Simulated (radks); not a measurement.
Effect of the nuclear size on neutral phosphorus, [Ne] 3s2 3p3. Method: Dirac Kohn-Sham, PBE, spin-unpolarised, spherical densities, finite nucleus; open shells fill j = l - 1/2 first; Fermi nuclear charge, rms radius 3.1889 fm; computed with a radial shooting solver on a logarithmic mesh with Libxc functionals. The rms radius is varied about that value; shifts are against it.

| rms radius (fm) | total energy shift (eV) | density at nucleus (e/bohr^3) | 1s1/2 shift (meV) | 2s1/2 shift (meV) |
|---|---|---|---|---|
| 2.7138 | -0.00204 | 2394 | -0.853 | -0.058 |
| 3.039 | -0.000679 | 2390 | -0.284 | -0.019 |
| 3.1889 | 0 | 2388 | 0.000 | 0.000 |
| 3.3739 | 0.000882 | 2386 | 0.369 | 0.025 |
| 3.8681 | 0.00348 | 2381 | 1.45 | 0.098 |

Slopes of the eigenvalues against <r^2> in GHz/fm^2, as finite differences over the two radii next to the reference (eigenvalue slopes, not the field-shift constants of lines): 1s1/2 73.5, 2s1/2 4.97.
